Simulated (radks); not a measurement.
The numbers below are computed, except where a source is named.
Correlation energies from several functionals, in hartree. Species: Ga+ [Ar] 3d10 4s2; Al3+ [Ne]; Cu+ [Ar] 3d10; Sb3+ [Kr] 4d10 5s2; Ba [Xe] 6s2. Level of theory: non-relativistic Kohn-Sham, PBE, spin-polarised, spherical densities, point nucleus (a radial shooting solver on a logarithmic mesh with Libxc functionals). Every spin shell is full or empty, so the densities are truly spherical. Functionals are evaluated on that one density, not self-consistently.

functional      Ga+      Al3+      Cu+     Sb3+       Ba
PW92        -2.7139  -0.84882  -2.5138  -4.7277  -5.3562
VWN5        -2.7267  -0.85320  -2.5258  -4.7484  -5.3786
Chachiyo    -2.6731  -0.83373  -2.4748  -4.6675  -5.2879
PBE         -1.4311  -0.38267  -1.3261  -2.6226  -3.0091
PBEsol      -1.6411  -0.45091  -1.5187  -2.9672  -3.4026
LYP         -1.4571  -0.42118  -1.3502  -2.4954  -2.8321
P86         -1.6283  -0.43152  -1.5020  -2.9733  -3.4225
PW91        -1.5554  -0.42355  -1.4399  -2.8380  -3.2492
AM05        -2.5003  -0.76592  -2.3143  -4.4068  -4.9953
OP (B88)    -1.4037  -0.42416  -1.3063  -2.4266  -2.7457
TPSS        -1.4354  -0.38603  -1.3293  -2.6253  -3.0117
revTPSS     -1.4585  -0.39520  -1.3502  -2.6548  -3.0496
B95         -1.7215  -0.45319  -1.5851  -3.2237  -3.6881
